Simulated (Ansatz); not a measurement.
Two isomers of C3H5ClSi: A = `[SiH3]C1(Cl)C=C1`, B = `C=C=C([SiH3])Cl`.

Program: Ansatz. Geometries: PBE0-D4/def2-TZVP. ΔE: electronic, gas phase. CCSD(T)/CBS adds triple-zeta CCSD(T) − MP2 to the extrapolated MP2 energy (def2 sets, frozen cores). DFT in def2-TZVPP. B3LYP here is the variant with VWN-RPA as its local correlation; programs differ in this.

A:

Z-matrix (Å, degrees):
```
Si
C 1 1.873
H 1 1.484 2 109.9
H 1 1.489 2 108.0 3 119.6
H 1 1.484 2 109.9 3 -120.9
Cl 2 1.835 1 107.8 3 60.4
C 2 1.474 1 127.2 3 -86.3
C 2 1.474 1 127.1 3 -153.0
H 7 1.076 2 144.7 1 71.9
H 8 1.077 2 144.7 1 -71.9
```

B:

```xyz
10

C    -0.1759   -1.5610    1.5806
C    -0.1079   -0.4197    0.9634
C    -0.0341    0.6934    0.2961
Si    0.1739    0.7724   -1.5577
Cl   -0.1270    2.2318    1.1219
H     0.7176   -2.0516    1.9536
H    -1.1290   -2.0532    1.7473
H    -0.9745    1.5050   -2.1476
H     0.2284   -0.6152   -2.0791
H     1.4285    1.4980   -1.8784
```

Q: Which isomer does CCSD(T)/CBS put lower? Give the gap. (Best estimate.)

A: Computed: B, by 75.7 kJ/mol.

Q: Give E(B) − E(A) in kJ/mol with B2PLYP, B3LYP, B3LYP-D4, MP2/def2-TZVPP, r2SCAN-D4, CCSD/def2-TZVPP, CCSD(T)/def2-TZVPP. (Estimate.)

A: Ansatz gave: B2PLYP -85.7, B3LYP -93.6, B3LYP-D4 -91.0, MP2/def2-TZVPP -67.3, r2SCAN-D4 -79.6, CCSD/def2-TZVPP -80.7, CCSD(T)/def2-TZVPP -80.5. None reverses the order clearly.

Largest T1 diagnostic: 0.012.

From PBE to PBE0 (25 % exact exchange), in def2-TZVPP and without D4, E(B) − E(A) moves by +7.3 kJ/mol. In def2-TZVPP, CCSD(T) changes the Hartree–Fock value by +9.2 kJ/mol (the triples alone add +0.1 kJ/mol) and MP2 by +22.4 kJ/mol.
